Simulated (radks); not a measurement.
Charge is removed step by step from the 4p (averaged over the sub-levels emptied) level of the bromine ion Br2+, starting from [Ar] 3d10 4s2 4p3. Method: Dirac Kohn-Sham, PBE, spin-unpolarised, spherical densities, point nucleus; open shells are shared between the two j in proportion to 2j + 1; computed with a radial shooting solver on a logarithmic mesh with Libxc functionals.

| removed (e) | E - E(0) (eV) | eigenvalue (eV) | E minus straight line (eV) |
|---|---|---|---|
| 0 | 0.000 | -28.228 | 0.000 |
| 0.25 | 7.410 | -31.065 | -1.087 |
| 0.5 | 15.537 | -33.956 | -1.458 |
| 0.75 | 24.393 | -36.898 | -1.100 |
| 1 | 33.990 | -39.889 | 0.000 |

Removing the whole electron costs 33.990 eV by Delta-SCF, against 28.228 eV from minus the eigenvalue at the starting occupation. Slater's transition state (half an electron removed) gives 33.956 eV. Integrating minus the eigenvalue over the occupation (Janak's theorem) gives 33.990 eV. The mean slope of the eigenvalue, de/dn, is 11.7 eV per electron. Ionisation energy of Br2+ in the NIST Atomic Spectra Database: 34.87 eV (measured).

Beside tabulated values, note that spin-unpolarised runs miss the spin-polarisation part of the exchange energy of open shells.
